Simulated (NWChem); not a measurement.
# Atomisation of CHO$_{2}$

```
C
O 1 1.1821
O 1 1.3123 2 130.64
H 3 0.9775 1 109.24 2 0.00
```
Charge 0, spin multiplicity 2.

Everything below was run with NWChem. All single points use one geometry, from UPBE0/def2-SVP, a minimum by its harmonic frequencies. It is one conformer; others weren't searched.

Basis set: def2-TZVP. The atomisation energy is electronic alone: no zero-point, thermal, spin-orbit or counterpoise terms. No value is extrapolated to the basis-set limit. Free atoms are single determinants with multiplicities O 3, C 3, H 2.

B3LYP has NWChem's definition, with VWN1-RPA local correlation. The structure started from a generated list of species. The unpaired electrons of the parent sit in orbitals of symmetry a' (Cs labels of the run); other states weren't searched. No SCF solution was tested for a lower state.

**Question.** One of these methods gave an atomisation energy of 393.0 kcal/mol. Which?
A. B3LYP
B. r2SCAN
C. PBE0
D. BLYP

**Answer.** A, B3LYP. The others give 400.2 (r2SCAN), 396.4 (PBE0), 403.3 (BLYP).
